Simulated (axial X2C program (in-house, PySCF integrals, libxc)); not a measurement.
**BTe at several levels of theory**

All values were computed with an in-house relativistic program for diatomic molecules. Spin-free means the one-electron spin-free X2C Hamiltonian. Basis: Te dyall-cv3z [11s12p8d4f1g], B dyall-v3z [7s6p2d1f] (cores contracted in-house); Gaussian nuclei, density fitting, unrestricted open shells. Masses: Te 129.906 u, B 11.009 u.

Input file and command:
```json
{"zs": [52, 5], "q": 0, "bas": ["dyall-cv3z", "dyall-v3z"], "levels": ["PBE0", "HF", "r2SCAN0"], "cc": true, "r0": 2.06, "thr": -2.0, "nmax": 110, "npts": 10, "nst": 2, "ntry": 8}
```
```bash
python so2c.py task.json out
```

Keys: zs atomic numbers; q charge; bas basis sets; levels methods; cc coupled cluster on or off; r0 starting distance in Å; thr threshold in hartree for freezing inner shells (an s shell follows its p shell); nmax most natural virtual spinors; npts points on the curve; nst determinants followed; ntry starts of the search. HF also brings MP2.

State, spin-free: M_S = 1/2, Λ = 0 (beyond evenly filled blocks: σα); electrons by block: σα: 13, σβ: 12, π+α: 6, π+β: 6, π-α: 6, π-β: 6, δ+α: 2, δ+β: 2, δ-α: 2, δ-β: 2. Fragments: Te + B.

```json
{"Hamiltonian": "spin-free", "level": "PBE0", "Re (Å)": "1.949", "ωe (cm⁻¹)": "825.3", "αe (cm⁻¹)": "0.0028", "De (eV)": "4.05", "μ (D)": "-0.12"}
{"Hamiltonian": "spin-free", "level": "HF", "Re (Å)": "1.948", "ωe (cm⁻¹)": "859.1", "αe (cm⁻¹)": "0.00244", "De (eV)": "2.20", "μ (D)": "0.31"}
{"Hamiltonian": "spin-free", "level": "CCSD", "Re (Å)": "1.946", "ωe (cm⁻¹)": "821.1", "αe (cm⁻¹)": "0.00321", "De (eV)": "3.48", "μ (D)": "n/a"}
{"Hamiltonian": "spin-free", "level": "CCSD(T)", "Re (Å)": "1.954", "ωe (cm⁻¹)": "799.9", "αe (cm⁻¹)": "0.00349", "De (eV)": "n/a", "μ (D)": "n/a"}
{"Hamiltonian": "spin-free", "level": "r2SCAN0", "Re (Å)": "1.944", "ωe (cm⁻¹)": "840.1", "αe (cm⁻¹)": "0.00274", "De (eV)": "3.94", "μ (D)": "0.04"}
```

Correlated methods: 19 electrons correlated (number of frozen shells: Te 4 s, 3 p, 1 d; B 1 s), 225 virtual spin orbitals or spinors in MP2, 109 natural virtuals in coupled cluster.

Dipoles are positive if B is the positive end.

The state is one determinant whose occupation by symmetry is held fixed; it was picked as the lowest of a PBE0 search that is not exhaustive. De is counted from the lowest determinant-based energies of the atoms at the same level, without counterpoise correction. De is not given where an atomic determinant may have missed its ground term or J level, or where the truncated virtual space spoils (T). CCSD and (T) use frozen natural virtuals with an MP2 correction for the truncation; (T) itself is uncorrected, so its De runs slightly low. The determinant is spin-polarised beyond a pure state at some levels (its spin-free form has ⟨S²⟩ too high), which makes Re and μ there less reliable. The stretched end of a curve changes character and is left out. Spin-free De lacks the spin–orbit lowering of the heavy p-block atom, a tenth of an eV or more for 4p and 5p, up to an eV for 6p and one to two eV for 7p atoms, less what an open-shell molecule gains itself.

No reliable constants came from CCSD (2c), CCSD(T) (2c), HF (2c), MP2 (2c), MP2 (spin-free), PBE0 (2c), r2SCAN0 (2c): no minimum in range, unconverged points, a curve that is not smooth, a change of character along it, or the two Hamiltonians disagreeing along it.

The whole task took 8 min on 1 thread of Arm Neoverse V1, with other jobs on the host.
